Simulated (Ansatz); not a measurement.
Start from `C[Si](C)(C)[O][Cu]` and change one atom or group to get `C[SiH](C)C`.

Ansatz, PBE0-D4/def2-TZVP geometries, multiplicity 1. Each molecule was computed in one conformer, which needn't be the lowest.

Scalar relativity is left out up to krypton.

```tsv
property	`C[Si](C)(C)[O][Cu]`
size of the dipole moment (PBE/def2-TZVPP) / D	3.48
zero-point energy (PBE0-D4/def2-TZVP) / kJ/mol	300.3
HOMO–LUMO gap (PBE/def2-TZVPP) / eV	1.65
HOMO energy (B3LYP/def2-TZVPP) / eV	-6.66
HOMO energy (ωB97M-V/def2-TZVPP) / eV	-9.16
size of the dipole moment (B3LYP/def2-TZVPP) / D	4.18
```

What does the change do to each property? (Best estimate.)

Computed: 
```csv
property,`C[SiH](C)C`,shift
size of the dipole moment (PBE/def2-TZVPP) / D,0.61,-2.87
zero-point energy (PBE0-D4/def2-TZVP) / kJ/mol,311.6,11.3
HOMO–LUMO gap (PBE/def2-TZVPP) / eV,7.56,5.91
HOMO energy (B3LYP/def2-TZVPP) / eV,-8.33,-1.67
HOMO energy (ωB97M-V/def2-TZVPP) / eV,-10.80,-1.64
size of the dipole moment (B3LYP/def2-TZVPP) / D,0.57,-3.61
```

With PBE0 the HOMO falls by 1.73 eV and the LUMO rises by 3.87 eV, so the gap widens by about 5.60 eV. PBE moves the HOMO by -1.82 eV and ωB97M-V by -1.64 eV. The zero-point energy changes by 11.3 kJ/mol with -3 modes. Dipoles are sizes alone; their direction can turn.

B3LYP here is the variant with VWN-RPA as its local correlation; programs differ in this.
